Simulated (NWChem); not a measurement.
# C2H4F2Si; SMILES F/C=C(/F)[SiH3]

Computed with NWChem. Pople sets run with spherical d functions. The geometry was optimised at B3LYP/6-31G* (spherical d). Level: B3LYP/6-31G* with SMD (1 M gas to 1 M solution), gas-phase geometry. Reactions with the solvent are ignored.

For solvent toluene:

```
Item                                         Result
-------------------------------------------  ------
solvation free energy (kcal/mol)               -0.5
cavity-dispersion-structure term (kcal/mol)     0.7
```

Q: Estimate the same quantities for solvent water.

A: solvation free energy (kcal/mol): 2.8
cavity-dispersion-structure term (kcal/mol): 4.9
